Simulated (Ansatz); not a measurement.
A run for Ansatz (a program for electronic structure): R-B3LYP/def2-TZVPP on GaH4NO (SMILES [NH2][GaH][OH]), a point of a torsion scan.

Ansatz 0.2 input:
```yaml
crystal:
  periodic: [false, false, false]
  atoms:
    - {symbol: N, position_ang: [1.37433984, -0.23420187, 0.06279632]}
    - {symbol: Ga, position_ang: [-0.08508386, 0.80944971, -0.12069429]}
    - {symbol: O, position_ang: [-0.63904738, 0.93199232, -1.74385591]}
    - {symbol: H, position_ang: [1.87366597, -0.45268757, 0.91229891]}
    - {symbol: H, position_ang: [1.80924418, -0.68748048, -0.73068195]}
    - {symbol: H, position_ang: [-0.76194928, 1.51311747, 1.05082090]}
    - {symbol: H, position_ang: [-1.34524950, 1.37098417, -2.20893696]}
basis:
  gaussian:
    orbitals: def2-TZVPP
hamiltonian:
  xc: {name: B3LYP}
scf: {lower_state_search: off}
```

The head of its log:

```
WARN ansatz: RAYON_NUM_THREADS=1 ignored (pool sized by the plan → 1); use --threads N
Functional definition: B3LYP
these checks for a lower state are left out or cut short: stability, starts, cluster_reference, orbital_swaps, neighbouring_geometries, increment
integrals: 0.07 GiB planned
945 factors; their error is unknown
mean field: 0.67 GiB planned
mean field evaluation 1: about -55969.9680 eV, gradient 9.3e1 eV
mean field evaluation 2: about -55924.3901 eV, gradient 1.7e2 eV
```

Task: Predict the final total energy.

Result: -2057.3929 hartree.
